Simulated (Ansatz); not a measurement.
`[F][Ge]([F])([F])[Br]` → F₂ + `[F][Ge][Br]` at 500 K and 1 bar (germylene formation by 1,1-elimination).

Calculated with Ansatz (gas phase, PBE0-D4/def2-TZVP geometries, no zero-point term in ΔE). CCSD(T)/CBS adds triple-zeta CCSD(T) − MP2 to the extrapolated MP2 energy (def2 sets, frozen cores). This one scheme is used for every species. For Br, Ge outer-core shells are correlated without core-valence functions, which leaves a few kJ/mol of doubt a bond. Scalar relativity is left out up to krypton.

| species | CCSD(T)/CBS energy (Eh) | H − E (kJ/mol) | S (J/(mol·K)) |
| --- | --- | --- | --- |
| `[F][Ge]([F])([F])[Br]` | -4948.96178 | 59.7 | 386.2 |
| F₂ | -199.39789 | 21.7 | 218.2 |
| `[F][Ge][Br]` | -4749.29775 | 30.7 | 328.7 |

H − E and S are ideal-gas, rigid-rotor, harmonic terms from PBE0-D4/def2-TZVP. 1 Eh = 2625.50 kJ/mol, R = 8.31446 J/(mol·K).

Question: By hand: ΔE, ΔH, ΔS and ΔG.

Answer: ΔE = (-199.39789) + (-4749.29775) − (-4948.96178) = 0.26614 Eh = 698.8 kJ/mol. Δ(H − E) = 21.7 + 30.7 − 59.7 = -7.3, so ΔH = 691.5 kJ/mol. ΔS = 218.2 + 328.7 − 386.2 = 160.7 J/(mol·K). ΔG = 691.5 − 500 × (160.7)/1000 = 611.1 kJ/mol.

Question: By hand: the equilibrium constant, and the temperature at which ΔG would vanish if ΔH and ΔS stayed fixed.

Answer: log₁₀ K = −ΔG/(RT ln 10) = -63.8. ΔG = 0 at ΔH/ΔS = 4303 K, far beyond where these terms or the molecules hold.

The number of gas molecules changes by +1, which sets the sign of ΔS. A doubt of 5 kJ/mol in ΔE shifts log₁₀ K by 0.5 here. These are equilibria of isolated gas molecules and say nothing of rates. Largest T1 diagnostic: 0.012 (customary marks: 0.02 for closed shells, 0.045 for open ones).
